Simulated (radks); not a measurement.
Values are calculated unless marked as measured or tabulated.
Initial-state core-level shifts of the ytterbium ion Yb3+ when its valence configuration changes from [Xe] 4f13. Level of theory: scalar-relativistic Kohn-Sham, BLYP, spin-unpolarised, spherical densities, finite nucleus; Fermi nuclear charge, rms radius 5.3108 fm (a radial shooting solver on a logarithmic mesh with Libxc functionals). Shifts are changes of the shell-averaged eigenvalues in eV (positive: less bound); the change of the density at the nucleus, which sets a Mossbauer isomer shift, is in e/bohr^3, on a base of 1.086e+06.

valence,2p,3s,3p,5p,density at nucleus
4f12 6s1,-11.846,-12.837,-12.820,-6.464,+146.2
4f12.5 6p0.5,-6.392,-6.861,-6.853,-3.823,+25.9
4f12 6p1,-13.163,-14.151,-14.133,-7.708,+54.4
4f11.5 6s1 6p0.5,-18.975,-20.529,-20.502,-10.413,+183.4
4f12.5 5d0.5,-4.152,-4.665,-4.657,-1.780,+22.2
4f11 6p2,-27.688,-29.852,-29.812,-15.566,+118.5
4f12 5d1,-8.533,-9.611,-9.593,-3.562,+46.0
4f11 6s1 6p1,-26.415,-28.579,-28.540,-14.385,+223.1
